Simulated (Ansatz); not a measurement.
Cartesian coordinates (Å):
```xyz
5

Ti    -0.0254    -0.0294     0.0226
F      0.4789     0.4766    -1.5448
H      1.3652    -0.2156     0.9856
H     -0.8518    -1.5069    -0.1487
H     -1.0490     1.1732     0.6562
```
Charge 0, multiplicity 1.

Method: Ansatz (a quantum-chemistry and plane-wave program) with frozen-core CCSD(T)/def2-TZVPP // BP86-D3(BJ)/def2-SVP.

```
Quantity                        Value
----------------------  -------------
HF energy               -949.61930 Ha
MP2 correlation energy    -0.68540 Ha
```

Task: Estimate the CCSD correlation energy, the (T) correction, the total energy and the T1 diagnostic.

Result: 
```json
{
 "CCSD correlation energy": "-0.70840 Ha",
 "(T) correction": "-0.03145 Ha",
 "CCSD(T) total energy": "-950.35915 Ha",
 "T1 diagnostic": "0.028"
}
```
